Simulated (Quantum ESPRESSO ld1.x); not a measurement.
All-electron atom: Ni9+ in [Ar] 3d1. All-electron calculation, scalar-relativistic Kohn-Sham, LDA (Slater exchange, VWN5 correlation), spin-polarised, spherical densities, point nucleus; open shells are filled with parallel spins first. Program: ld1.x of Quantum ESPRESSO 7.5.

Normalised radial functions P(r) = r R(r), r in bohr:

r         3p down
0.004462   0.0058
0.004991   0.0072
0.005582   0.0089
0.006244   0.0109
0.00704    0.0136
0.007874   0.0167
0.008807   0.0205
0.009851   0.0252
0.01111    0.0313
0.01242    0.0383
0.0139     0.0467
0.01554    0.0569
0.01738    0.0691
0.0196     0.0848
0.02192    0.1024
0.02452    0.1231
0.02743    0.1475
0.03092    0.1780
0.03459    0.2111
0.03869    0.2488
0.04327    0.2912
0.0484     0.3384
0.05457    0.3936
0.06104    0.4487
0.06828    0.5059
0.07637    0.5631
0.0861     0.6214
0.09631    0.6693
0.1077     0.7065
0.1205     0.7279
0.1348     0.7281
0.1519     0.6983
0.17       0.6370
0.1901     0.5392
0.2126     0.4028
0.2397     0.2145
0.2682     0.0040
0.2999    -0.2314
0.3355    -0.4795
0.3752    -0.7241
0.4231    -0.9620
0.4732    -1.1420
0.5293    -1.2652
0.592     -1.3207
0.6675    -1.3008
0.7466    -1.2133
0.8351    -1.0721
0.9341    -0.8954
1.045     -0.7044
1.178     -0.5070
1.318     -0.3467
1.474     -0.2193
1.648     -0.1273
1.859     -0.0639
2.079     -0.0301
2.325     -0.0126

3p down: eigenvalue -271.16 eV, 1 radial node at r = 0.269 bohr, <r> = 0.688 bohr, 90 % of the charge inside 1.03 bohr.
